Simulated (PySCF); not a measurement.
Energy of Tc (technetium, neutral) between two integer charges

The 5s beta orbital of [Kr] 4d5 5s2 is emptied in steps (occupation f), with all orbitals relaxed, ending at [Kr] 4d5 5s1. Calculation: PySCF 2.14, in def2-TZVPPD with the def2 core potential (28 electrons); scalar relativity through the core potential. The exact energy is a straight line in f; departures are measured from the line between the end points of the same method.

```
   f  BLYP (eV)
   1      0.000
0.75     -0.553
 0.5     -0.744
0.25     -0.560
   0      0.000
```

```
method  E(f=0) − E(f=1) (eV)  −ε at f=1 (eV)  −ε at f=0.5 (eV)
  BLYP                 7.260           4.340             7.237
```

Orbital energy along the path (eV):

```
   f     BLYP
   1   -4.340
0.75   -5.764
 0.5   -7.237
0.25   -8.755
   0  -10.109
```

Reference removal energy between the ground levels: 7.119 eV (measured; NIST Atomic Spectra Database, ionization energies).
